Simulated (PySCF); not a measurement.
C6H10O, triplet, at a GFN2-xTB geometry (a higher spin typed on purpose: for a closed-shell molecule this is an excited state). Base run: B3LYP/STO-3G (PySCF).

PySCF was given this input:
```python
from pyscf import gto, scf, dft

mol = gto.M(
    atom='''
O     2.361061    0.442776    0.257237
C     1.133650    0.200471   -0.013313
C     0.090772    1.313336    0.228394
C    -1.178194    1.010030   -0.543631
C    -1.775434   -0.325724   -0.111878
C    -0.744311   -1.429198   -0.327460
C     0.527792   -1.143530    0.446128
H    -0.125914    1.400453    1.302065
H     0.556247    2.238312   -0.112868
H    -1.899570    1.811011   -0.360356
H    -0.961869    0.987391   -1.613404
H    -2.678566   -0.537282   -0.686344
H    -2.048204   -0.280587    0.944926
H    -1.153204   -2.384947    0.011502
H    -0.516456   -1.516653   -1.391488
H     1.291843   -1.897105    0.253624
H     0.321548   -1.115112    1.525001
''',
    basis='sto-3g',
    charge=0,
    spin=2,
    verbose=5,
)

mf = dft.UKS(mol)
mf.xc = 'b3lyp'
mf.kernel()
```

Each row names what was changed in the base input (with any setting that the change needs).

```csv
change,ΔE vs base (mEh),fitting functions,dipole (D)
base,0.000,-,1.13
auxbasis = even-tempered beta=1.6,-8.610,560,1.12
auxbasis = even-tempered beta=3.0,-20.305,261,1.12
auxbasis = cc-pvtz-jkfit,-0.272,853,1.13
auxbasis = cc-pvdz-jkfit,-0.397,720,1.13
"exchange = seminumerical (SGX) (with mf = sgx.sgx_fit(mf, auxbasis='def2-universal-jfit'); with mf.with_df.dfj = True)",-3.371,453,1.13
auxbasis = def2-tzvp-ri,-1.649,682,1.13
auxbasis = even-tempered beta=2.0,-9.034,400,1.12
auxbasis = autoaux,-9.049,532,1.12
auxbasis = def2-universal-jfit,-2.263,453,1.13
```

A fitting set is made for a task (jfit for Coulomb, jkfit for Coulomb and exchange, ri for correlation) and for a family of orbital bases.

Open shells are given as the SCF converged; they aren't shown to be the lowest states, and a large step between rows can be another state.
